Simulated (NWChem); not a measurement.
System: C$_{2}$H$_{8}$N cation; SMILES [NH3+]CC

```xyz
11

C      0.2763    -1.3036     0.0000
C     -0.6104    -0.0704     0.0000
N      0.2401     1.2051     0.0000
H     -0.3644    -2.1905     0.0000
H      0.9085    -1.3555    -0.8932
H      0.9085    -1.3555     0.8932
H     -1.2418    -0.0043     0.8888
H     -1.2418    -0.0043    -0.8888
H     -0.3394     2.0541     0.0000
H      0.8494     1.2440     0.8274
H      0.8494     1.2440    -0.8274
```
Atoms are numbered in this order, from 1.

Computed with NWChem. Pople sets run with spherical d functions. All runs use the structure optimised with B3LYP/6-31G* (spherical d). GIAO values for the isolated, static molecule; σ is the absolute isotropic shielding, δ = σ(reference) − σ with the isolated reference molecule computed at the same levels (13C: tetramethylsilane, 1H: tetramethylsilane, 15N: ammonia).

| level | δ C1 (ppm) | δ C2 (ppm) | δ N3 (ppm) | δ H4 (rotor mean) (ppm) | δ H7 (ppm) | δ H9 (rotor mean) (ppm) | relative time |
|---|---|---|---|---|---|---|---|
| Hartree-Fock/6-31G* | 12.6 | 42.8 | 28.2 | 1.93 | 3.80 | 4.42 | 1 |
| LDA (Slater exchange, VWN5)/pcSseg-1 | 13.3 | 50.5 | 70.4 | 1.84 | 3.69 | 4.29 | 2 |
| B3LYP/6-31G* | 12.7 | 45.5 | 39.8 | 1.82 | 3.79 | 4.20 | 2 |
| B3LYP/6-311G** | 14.9 | 51.2 | 65.7 | 1.87 | 3.79 | 4.33 | 6 |

Times are rough ratios from one shared machine.
